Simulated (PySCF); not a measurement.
Isomers of CH12GeSi3, from PBE0-D3(BJ)/def2-SVP geometry optimisation, gas phase in PySCF. One conformer each, no zero-point energy, no frequencies.

Question: Which is lower in electronic energy at this level?
A. `[SiH3:1][CH2:2][Si@@H:3]([SiH3:4])[GeH3:5]` with Si1–C2–Si3–Si4 -59°: A = 1407, B = 948.1, C = 673.6 MHz, dipole 1.07 D
B. GeMe(SiH3)3 (`[CH3][Ge]([SiH3])([SiH3])[SiH3]`): A = 1347, B = 1344, C = 1016 MHz, dipole 0.98 D

Answer: B. That is GeMe(SiH3)3, `[CH3][Ge]([SiH3])([SiH3])[SiH3]`, 5.9 kcal/mol below the other.

| SMILES | mapped SMILES | E (Eh) | relative (kcal/mol) | relative (kJ/mol) | dipole (D) |
| --- | --- | --- | --- | --- | --- |
| [CH3][Ge]([SiH3])([SiH3])[SiH3] | – | -2989.57748 | 0.0 | 0.0 | 0.98 |
| [SiH3]C[Si@@H]([SiH3])[GeH3] | [SiH3:1][CH2:2][Si@@H:3]([SiH3:4])[GeH3:5] | -2989.56803 | 5.9 | 24.8 | 1.07 |
